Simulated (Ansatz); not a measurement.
`N=CBN` + HBr → `NBBr` + `C=N`  (ligand exchange at a B–C bond)

Isolated molecules relaxed with PBE0-D4/def2-TZVP in Ansatz; ΔE leaves out vibrations. CCSD(T)/CBS adds triple-zeta CCSD(T) − MP2 to the extrapolated MP2 energy (def2 sets, frozen cores). This one scheme is used for every species. DFT in def2-TZVPP. HSE06 is defined as in plane-wave codes. For Br outer-core shells are correlated without core-valence functions, which leaves a few kJ/mol of doubt a bond. Scalar relativity is left out up to krypton. One conformer a species, not always the lowest.

| level | ΔE (kJ/mol) | difference from CCSD(T)/CBS |
| --- | --- | --- |
| ωB97M-V | -78.5 | 1.2 |
| r2SCAN | -79.7 | 0.0 |
| HSE06 | -79.1 | 0.6 |
| RPA@PBE/def2-TZVPP | -76.1 | 3.6 |
| HF/def2-TZVPP | -84.9 | -5.2 |
| MP2/def2-TZVPP | -84.7 | -5.0 |
| MP2/def2-QZVPP | -85.0 | -5.3 |
| SCS-MP2/def2-QZVPP | -82.5 | -2.8 |
| HF/CBS(def2) | -83.8 | -4.1 |
| CCSD/CBS(def2) | -80.2 | -0.5 |
| CCSD(T)/CBS | -79.7 | 0 |

Largest T1 diagnostic among the species: 0.013.

Leaving LDA and LC-ωPBE aside and taking each functional with its dispersion term where it has one, the values, not all of them listed here, spread over 10.2 kJ/mol, from PBE-QIDH to BLYP-D4. LDA lies +4.5 kJ/mol from PBE without D4. At CCSD(T), def2-SVP lies +3.2 kJ/mol from the extrapolated value and def2-TZVPP +1.1 kJ/mol. From BLYP to BHLYP (50 % exact exchange), in def2-TZVPP and without D4, ΔE moves by −5.9 kJ/mol.
